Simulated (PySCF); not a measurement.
Species: methylcyclohexane, C7H14.
Bonds: C1–C2, C2–C3, C3–C4, C4–C5, C5–C6, C6–C7, C2–C7. Hydrogens: H8, H9, H10 on C1; H11 on C2; H12, H13 on C3; H14, H15 on C4; H16, H17 on C5; H18, H19 on C6; H20, H21 on C7.

Level: PBE0/pcSseg-1 and B3LYP/def2-SVPD in PySCF, non-relativistic, on one gas-phase PBE0-D3(BJ)/def2-SVP geometry that isn't relaxed in the solvent. The solvent is an IEF-PCM continuum (Bondi radii, 1.10 Å for H, scaled by 1.2). Specific hydrogen bonds and non-electrostatic terms are outside this model.

Gas phase at PBE0/pcSseg-1: HOMO -8.28 eV, LUMO 1.50 eV, dipole 0.09 D.

Question: What does the continuum do to the energy, the frontier levels and the dipole at PBE0/pcSseg-1 in chloroform and dichloromethane?

Answer: 
| solvent | ε | E(solvent) − E(gas) (kcal/mol) | polarisation term (kcal/mol) | distortion of the solute (kcal/mol) | HOMO (eV) | LUMO (eV) | dipole (D) |
| --- | --- | --- | --- | --- | --- | --- | --- |
| chloroform | 4.711 | -0.39 | -0.40 | 0.01 | -8.18 | 1.60 | 0.10 |
| dichloromethane | 8.93 | -0.47 | -0.48 | 0.01 | -8.17 | 1.61 | 0.10 |

The polarisation term is half the interaction of the solute with the surface charges that it induces; the rest is the cost of distorting the solute's density. The sum is the electrostatic part of solvation alone. From chloroform to dichloromethane the lowering changes by a factor 1.20, Onsager's factor (ε − 1)/(2ε + 1) by 1.18 and ε itself by 1.9.

Gas phase at B3LYP/def2-SVPD: HOMO -8.07 eV, LUMO 0.53 eV, dipole 0.13 D.

Question: What does the continuum do to the energy, the frontier levels and the dipole at B3LYP/def2-SVPD in chloroform and dichloromethane?

Answer: 
| solvent | ε | E(solvent) − E(gas) (kcal/mol) | polarisation term (kcal/mol) | distortion of the solute (kcal/mol) | HOMO (eV) | LUMO (eV) | dipole (D) |
| --- | --- | --- | --- | --- | --- | --- | --- |
| chloroform | 4.711 | -0.38 | -0.39 | 0.01 | -7.95 | 0.65 | 0.15 |
| dichloromethane | 8.93 | -0.45 | -0.47 | 0.02 | -7.94 | 0.66 | 0.15 |

Question: How does the static polarisability (B3LYP/def2-SVPD, frozen core, with the continuum's full static response) change?

Answer: 
```csv
medium,isotropic (au),principal values (au),⟨r²⟩ of the electrons (bohr²)
gas,83.4,"74.2, 83.8, 92.1",857.7
chloroform,104.5,"96.7, 105.1, 111.6",857.7
dichloromethane,109.7,"103.3, 110.1, 115.6",857.8
```

The isotropic value in dichloromethane is 1.32 times the gas-phase one; no cavity-field correction is applied. ⟨r²⟩ is taken about the centre of nuclear charge.
